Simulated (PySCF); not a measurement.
**Broadened absorption spectrum of C7H8O**

C7H8O.
SMILES: `o1cc(cc1)CC=C`

Theory: TDDFT CAM-B3LYP/def2-SVPD, vertical, gas phase, core orbitals frozen in the response in PySCF. One conformer (not necessarily the lowest) at the GFN2-xTB geometry, without solvent, vibrations or thermal averaging. Torsions of this conformer, `[CH2:1]=[CH:2][CH2:3][c:4]1[cH:5][cH:6][o:7][cH:8]1`: C1–C2–C3–C4 121°, C2–C3–C4–C5 -76°.

Each state is given a Gaussian of 0.25 eV full width at half maximum, with ε(max) = 2.175×10⁸ f / Δν̃ (Δν̃ the width in cm⁻¹). The width is an assumption, not a result. The curve ends short of the highest state used, and states not computed would add to its high-energy end.

(E (eV), ε (L mol⁻¹ cm⁻¹)): (5.75, 23), (5.79, 83), (5.83, 257), (5.87, 690), (5.90, 1318), (5.94, 2756), (5.98, 5001), (6.02, 7873), (6.06, 10756), (6.09, 12383), (6.13, 13198), (6.17, 12212), (6.21, 9827), (6.25, 6920), (6.28, 4933), (6.32, 2984), (6.36, 1948), (6.40, 1630), (6.44, 1691), (6.47, 1789), (6.51, 1811), (6.55, 1640), (6.59, 1336), (6.63, 1066), (6.66, 1021), (6.70, 1391), (6.74, 2564), (6.78, 4881), (6.82, 8489), (6.86, 13039)

Q: Where are the band maxima, and which computed states make them?

A: 202 nm (6.13 eV), ε about 13000, made up of S1 (100%); 191 nm (6.50 eV), ε about 1800, made up of S2 (98%) (ε in L mol⁻¹ cm⁻¹; maxima over ε = 5, shares over 10%). At its high-energy end, 6.86 eV, the curve is still rising (ε about 13000, from S4). The states used: S1 6.13 eV (f 0.122); S2 6.50 eV (f 0.017); S3 6.80 eV (f 0.0020); S4 6.96 eV (f 0.190); S5 7.11 eV (f 0.016); S6 7.31 eV (f 0.235); S7 7.45 eV (f 0.105); S8 7.46 eV (f 0.099).

Q: On this curve, what absorbance would a 10⁻³ mol/L sample give at 193 nm over a 1 cm path?

A: 193 nm is 6.424 eV, where ε is about 1600 L mol⁻¹ cm⁻¹, so A = ε c l ≈ 1.6 (Beer–Lambert, with the gas-phase spectrum and the assumed width).

Q: Coming from long wavelengths, where does ε first pass 100 L mol⁻¹ cm⁻¹?

A: At about 214 nm (5.80 eV), 0.33 eV below S1.

Q: What would ε be at 6.13 eV, the highest of these maxima, with half the width (0.125 eV)?

A: About 26400 L mol⁻¹ cm⁻¹ against 13200, a factor of about 2.00; a lone state at its own centre would give exactly 2.
